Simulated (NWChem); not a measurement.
Program: NWChem. System: C₃H₂F₄, charge 1, spin multiplicity 2, at the geometry of a parent with another charge or spin, in a state set for the comparison that need not be this species' ground state. Its SCF solution wasn't tested for a lower state. Level: UMP2/def2-SVP, 7 core orbitals frozen.

The NWChem input:

```
start mol
memory heap 200 mb stack 900 mb global 1100 mb
charge 1
geometry units angstroms nocenter noautoz noautosym
  C      1.897767    -0.545966    -0.427383
  C      0.900915     0.129608     0.124739
  F      1.083465     1.131444     0.974545
  C     -0.565714    -0.122051    -0.113241
  F     -1.181855    -0.435830     1.025750
  F     -1.157752     0.966252    -0.603227
  F     -0.745611    -1.119608    -0.974139
  H      1.686132    -1.359813    -1.119158
  H      2.931831    -0.290058    -0.191896
end
basis spherical
  * library def2-svp
end
scf
  uhf
  nopen 1
  maxiter 100
  thresh 1e-7
  semidirect memsize 60000000 filesize 0
  # guess.movecs holds the orbitals of an unrestricted PBE0 run
  vectors input guess.movecs output mol.movecs
end
mp2
  freeze core 7
end
task mp2 energy
```

Part of the output:

```
             Northwest Computational Chemistry Package (NWChem) 7.3.0
             --------------------------------------------------------

                                NWChem Input Module
                                -------------------

 Scaling coordinates for geometry "geometry" by  1.889725989
 (inverse scale =  0.529177249)

                             Geometry "geometry" -> ""
                             -------------------------

 Output coordinates in angstroms (scale by  1.889725989 to convert to a.u.)

  No.       Tag          Charge          X              Y              Z
 ---- ---------------- ---------- -------------- -------------- --------------
    1 C                    6.0000     1.89776700    -0.54596600    -0.42738300
    2 C                    6.0000     0.90091500     0.12960800     0.12473900
    3 F                    9.0000     1.08346500     1.13144400     0.97454500
    4 C                    6.0000    -0.56571400    -0.12205100    -0.11324100
    5 F                    9.0000    -1.18185500    -0.43583000     1.02575000
    6 F                    9.0000    -1.15775200     0.96625200    -0.60322700
    7 F                    9.0000    -0.74561100    -1.11960800    -0.97413900
    8 H                    1.0000     1.68613200    -1.35981300    -1.11915800
    9 H                    1.0000     2.93183100    -0.29005800    -0.19189600

 Effective nuclear repulsion energy (a.u.)     334.2610803609

            Nuclear Dipole moment (a.u.)
            ----------------------------
        X                 Y               Z
 ---------------- ---------------- ----------------
    -0.0000113384    -0.0000056692    -0.0000056692


 Summary of "ao basis" -> "" (spherical)
 ------------------------------------------------------------------------------
       Tag                 Description            Shells   Functions and Types
 ---------------- ------------------------------  ------  ---------------------
 *                          def2-svp                  on all atoms

 Summary of "ao basis" -> "ao basis" (spherical)
 ------------------------------------------------------------------------------
       Tag                 Description            Shells   Functions and Types
 ---------------- ------------------------------  ------  ---------------------
 C                          def2-svp                 6       14   3s2p1d
 F                          def2-svp                 6       14   3s2p1d
 H                          def2-svp                 3        5   2s1p

                                 NWChem SCF Module
                                 -----------------

  ao basis        = "ao basis"
  functions       =   108
  atoms           =     9
  alpha electrons =    28
  beta  electrons =    27
  charge          =   1.00
  wavefunction    = UHF
  use symmetry    = F
  symmetry adapt  = F

 Summary of "ao basis" -> "ao basis" (spherical)
 ------------------------------------------------------------------------------
       Tag                 Description            Shells   Functions and Types
 ---------------- ------------------------------  ------  ---------------------
 C                          def2-svp                 6       14   3s2p1d
 F                          def2-svp                 6       14   3s2p1d
 H                          def2-svp                 3        5   2s1p

 Forming initial guess at       0.1s

 Starting SCF solution at       0.1s

 ----------------------------------------------
         Quadratically convergent UHF

 Convergence threshold     :          1.000E-07
 Maximum no. of iterations :          100
 Integral*density screening:          1.000E-09
 ----------------------------------------------

              iter       energy          gnorm     gmax       time
             ----- ------------------- --------- --------- --------
                 1     -511.6787260577  6.13D-01  8.52D-02      2.0
                 2     -511.7207729858  5.56D-02  2.38D-02      2.6
                 3     -511.7220456108  3.63D-03  1.08D-03      4.0
                 4     -511.7220508327  2.05D-05  8.76D-06      5.9
                 5     -511.7220508330  4.91D-09  1.59D-09      8.6

       Final UHF  results
       ------------------

         Total SCF energy =   -511.722050832979
      One electron energy =  -1361.118828187040
      Two electron energy =    515.135696993149
 Nuclear repulsion energy =    334.261080360913

                       Sz =      0.5000
                 Sz(Sz+1) =      0.7500
                      S^2 =      0.7549

        Time for solution =      8.6s

          Final alpha eigenvalues
          -----------------------

              1
    1  -26.6304
    2  -26.5581
    3  -26.5464
    4  -26.5463
    5  -11.7587
    6  -11.7178
    7  -11.6248
    8   -1.9439
    9   -1.9249
   10   -1.8351
   11   -1.8257
   12   -1.4489
   13   -1.2555
   14   -1.1304
   15   -1.0914
   16   -1.0549
   17   -1.0532
   18   -1.0183
   19   -1.0138
   20   -0.9643
   21   -0.9316
   22   -0.9207
   23   -0.9136
   24   -0.8772
   25   -0.8770
   26   -0.8596
   27   -0.8348
   28   -0.7799
   29   -0.1987
   30   -0.0247
   31   -0.0176
   32    0.0566
   33    0.1219
   34    0.1572
   35    0.1731
   36    0.2082
   37    0.2421
   38    0.3247

          Final beta eigenvalues
          ----------------------

              1
    1  -26.6245
    2  -26.5581
    3  -26.5459
    4  -26.5458
    5  -11.7600
    6  -11.7077
    7  -11.6130
    8   -1.9391
    9   -1.9143
   10   -1.8345
   11   -1.8243
   12   -1.3821
   13   -1.2413
   14   -1.1236
[...]
    88     -0.215630  7 F  px                32      0.208751  3 F  px
     4     -0.181188  1 C  px                35     -0.159198  3 F  px

 Vector   28  Occ=0.000000D+00  E=-3.267941D-01
              MO Center=  1.4D+00, -1.6D-01, -1.1D-01, r^2= 1.8D+00
   Bfn.  Coefficient  Atom+Function         Bfn.  Coefficient  Atom+Function
  ----- ------------  ---------------      ----- ------------  ---------------
    20      0.285448  2 C  pz                 6      0.262752  1 C  pz
     9      0.259112  1 C  pz                19     -0.241127  2 C  py
     5     -0.221922  1 C  py                 8     -0.218717  1 C  py
    23      0.207782  2 C  pz                22     -0.174975  2 C  py
    34      0.153794  3 F  pz

 Vector   29  Occ=0.000000D+00  E=-8.429817D-02
              MO Center=  1.3D+00, -2.3D-01, -1.7D-01, r^2= 2.4D+00
   Bfn.  Coefficient  Atom+Function         Bfn.  Coefficient  Atom+Function
  ----- ------------  ---------------      ----- ------------  ---------------
     9      0.552878  1 C  pz                23     -0.480401  2 C  pz
     8     -0.468413  1 C  py                22      0.403680  2 C  py
    20     -0.316342  2 C  pz                19      0.267157  2 C  py
     6      0.261154  1 C  pz                 5     -0.220899  1 C  py

 Vector   30  Occ=0.000000D+00  E=-1.782427D-02
              MO Center=  2.2D+00, -2.6D-01, -1.8D-01, r^2= 4.0D+00
   Bfn.  Coefficient  Atom+Function         Bfn.  Coefficient  Atom+Function
  ----- ------------  ---------------      ----- ------------  ---------------
   105      1.634209  9 H  s                100     -0.830111  8 H  s
     7     -0.693260  1 C  px                 3     -0.665522  1 C  s
     8     -0.439177  1 C  py                 9     -0.384331  1 C  pz
    31      0.337000  3 F  s                 22     -0.276506  2 C  py
    23     -0.234037  2 C  pz                 4     -0.191018  1 C  px

 center of mass
 --------------
 x =  -0.10907127 y =   0.03610650 z =   0.02855975

 moments of inertia (a.u.)
 ------------------
         507.544267281857         -51.553446978211         -50.391189047073
         -51.553446978211         784.181167300483         -95.772700730346
         -50.391189047073         -95.772700730346         814.770940364329

  Mulliken analysis of the total density
  --------------------------------------

    Atom       Charge   Shell Charges
 -----------   ------   -------------------------------------------------------
    1 C    6     5.84   1.99  0.94  0.27  1.94  0.67  0.03
    2 C    6     5.68   1.99  0.98  0.21  1.87  0.54  0.10
    3 F    9     9.17   1.99  1.15  0.79  3.30  1.93  0.01
    4 C    6     5.02   1.99  0.90 -0.09  1.79  0.22  0.21
    5 F    9     9.24   1.99  1.14  0.80  3.33  1.97  0.01
    6 F    9     9.24   1.99  1.14  0.80  3.33  1.97  0.01
    7 F    9     9.25   1.99  1.14  0.80  3.33  1.98  0.01
    8 H    1     0.78   0.70  0.05  0.03
    9 H    1     0.78   0.70  0.05  0.03

  Mulliken analysis of the alpha density
  --------------------------------------

    Atom       Charge   Shell Charges
 -----------   ------   -------------------------------------------------------
    1 C    6     3.21   0.99  0.48  0.16  1.13  0.43  0.02
    2 C    6     3.08   0.99  0.49  0.13  1.07  0.34  0.05
    3 F    9     4.62   1.00  0.58  0.40  1.69  0.96  0.01
    4 C    6     2.48   0.99  0.45 -0.05  0.89  0.10  0.11
    5 F    9     4.62   1.00  0.57  0.40  1.67  0.99  0.01
    6 F    9     4.62   1.00  0.57  0.40  1.67  0.99  0.01
    7 F    9     4.63   1.00  0.57  0.40  1.67  0.99  0.01
    8 H    1     0.37   0.34  0.02  0.02
    9 H    1     0.37   0.34  0.02  0.02

   Mulliken analysis of the beta density
   -------------------------------------

    Atom       Charge   Shell Charges
 -----------   ------   -------------------------------------------------------
    1 C    6     2.62   1.00  0.46  0.11  0.80  0.24  0.01
    2 C    6     2.60   1.00  0.48  0.08  0.80  0.21  0.05
    3 F    9     4.56   1.00  0.57  0.40  1.62  0.97  0.01
    4 C    6     2.54   0.99  0.45 -0.04  0.90  0.12  0.10
    5 F    9     4.62   1.00  0.57  0.40  1.66  0.99  0.01
    6 F    9     4.62   1.00  0.57  0.40  1.66  0.99  0.01
    7 F    9     4.63   1.00  0.57  0.40  1.67  0.99  0.01
    8 H    1     0.41   0.36  0.03  0.01
    9 H    1     0.41   0.36  0.03  0.01

   Mulliken analysis of the spin density
   -------------------------------------

    Atom       Charge   Shell Charges
 -----------   ------   -------------------------------------------------------
    1 C    6     0.59  -0.00  0.01  0.05  0.33  0.19  0.00
    2 C    6     0.48  -0.00  0.01  0.05  0.27  0.13  0.01
    3 F    9     0.06   0.00  0.01 -0.00  0.07 -0.01 -0.00
    4 C    6    -0.06  -0.00 -0.01 -0.01 -0.02 -0.02  0.00
    5 F    9     0.01  -0.00  0.00 -0.00  0.01 -0.00 -0.00
    6 F    9     0.01  -0.00  0.00 -0.00  0.01 -0.00 -0.00
    7 F    9     0.00  -0.00 -0.00  0.00  0.00  0.00 -0.00
    8 H    1    -0.04  -0.03 -0.01  0.00
    9 H    1    -0.04  -0.03 -0.02  0.00

       Multipole analysis of the density wrt the origin
       ------------------------------------------------

     L   x y z        total         alpha         beta         nuclear
     -   - - -        -----         -----         ----         -------
     0   0 0 0      1.000000    -28.000000    -27.000000     56.000000

     1   1 0 0      3.111883      0.227037      2.884858     -0.000011
     1   0 1 0     -0.743526     -0.225893     -0.517627     -0.000006
     1   0 0 1     -0.573795     -0.186937     -0.386852     -0.000006

     2   2 0 0    -14.690463   -154.353631   -146.168036    285.831204
     2   1 1 0     -2.880004     -9.514978    -10.751342     17.386316
     2   1 0 1     -2.232318     -9.855141    -10.794498     18.417320
     2   0 2 0    -25.036513    -79.205201    -77.344223    131.512911
     2   0 1 1      0.698109    -23.900486    -24.067267     48.665861
     2   0 0 2    -25.374330    -71.454063    -69.580440    115.660173

                   NWChem MP2 Semi-direct Energy/Gradient Module
                   ---------------------------------------------

  Basis functions       =    108
  Molecular orbitals    =    108
  Frozen core           =      7
  Frozen virtuals       =      0
  Active alpha occupied =     21
  Active beta occupied  =     20
  Active alpha virtual  =     80
  Active beta virtual   =     81
  Use MO symmetry       = F
  Use skeleton AO sym   = F

  AO/Fock/Back tols     =   1.0D-09  1.0D-09  1.0D-09

 GA uses MA = F    GA memory limited = T

 Available:
  local mem=  1.26D+08
 global mem=  1.44D+08
 local disk=  0.00D+00
  mp2_memr nvloc                    80
  nvloc new                    80
   1 passes of  21:        3145728                      66634                  32047203.
   1 passes of  21: M    126140682           G      144155872           F     122994954.

 Semi-direct pass number   1 of   1  for UHF alpha       at        8.8s
  vrange nnbf                  5607
  mp2_eaftype                   122  avail_ma_in_mb                  1099
 EAF : mp2_eaftype filesize         122   16023602.
  mp2_eaf for mointskh                    122
Node 0 wrote     75.4 Mb in      0.0 s     Agg I/O rate:  2118.3 Mb/s
 Done moints_semi at       13.4s
  mp2_eaftype                   122  avail_ma_in_mb                   977
 EAF : mp2_eaftype filesize         122   16023602.
  mp2_eaf for kh                   122
 Done maket at       13.9s
 Done multipass loop at       13.9s

 GA uses MA = F    GA memory limited = T

 Available:
  local mem=  1.26D+08
 global mem=  1.44D+08
 local disk=  0.00D+00
  mp2_memr nvloc                    81
  nvloc new                    81
   1 passes of  20:        3145728                      65104                  30903375.
   1 passes of  20: M    126140682           G      144155872           F     122994954.

 Semi-direct pass number   1 of   1  for UHF beta        at       14.0s
  vrange nnbf                  5607
  mp2_eaftype                   117  avail_ma_in_mb                  1099
 EAF : mp2_eaftype filesize         117   15451688.
  mp2_eaf for mointskh                    117
Node 0 wrote     72.7 Mb in      0.0 s     Agg I/O rate:  1631.5 Mb/s
 Done moints_semi at       18.5s
  mp2_eaftype                   117  avail_ma_in_mb                   982
 EAF : mp2_eaftype filesize         117   15451688.
  mp2_eaf for kh                   117
 Done maket at       19.1s
 Done multipass loop at       19.1s

          -------------------------------------------
          SCF energy                -511.722050832979
          Correlation energy          -1.081601939336
          Singlet pairs                0.000000000000
          Triplet pairs                0.000000000000
          Total MP2 energy          -512.803652772315
          -------------------------------------------

          ---------------------------------------------------
                    Spin Component Scaled (SCS) MP2
          Same spin pairs                     -0.293995690308
          Same spin scaling factor             0.333333333333
          Opposite spin pairs                 -0.787606249027
          Opposite spin scaling fact.          1.200000000000
          SCS-MP2 correlation energy          -1.043126062269
          Total SCS-MP2 energy              -512.765176895248
          ---------------------------------------------------

 -----------------------
 Performance information
 -----------------------

 Timer overhead =  2.35D-07 seconds/call

               Nr. of calls         CPU time (s)                 Wall time (s)                GFlops
             ---------------    -------------------     ------------------------------   -------------------
Name         Min   Avg   Max    Min     Avg     Max     Min     Avg     Max   Mx/calls   Min     Max     Sum
mp2: moin     2     2     2    9.1     9.1     9.1      9.1     9.1     9.1     4.6      0.0     0.0     0.0
mp2: make     2     2     2    1.1     1.1     1.1      1.1     1.1     1.1    0.56      0.0     0.0     0.0
mp2: tota     1     1     1    10.     10.     10.      10.     10.     10.     10.      0.0     0.0     0.0

 The average no. of pstat calls per process was 5.00D+00
 with a timing overhead of 1.18D-06s

 Task  times  cpu:       19.1s     wall:       19.1s

 Total times  cpu:       19.1s     wall:       19.1s
```
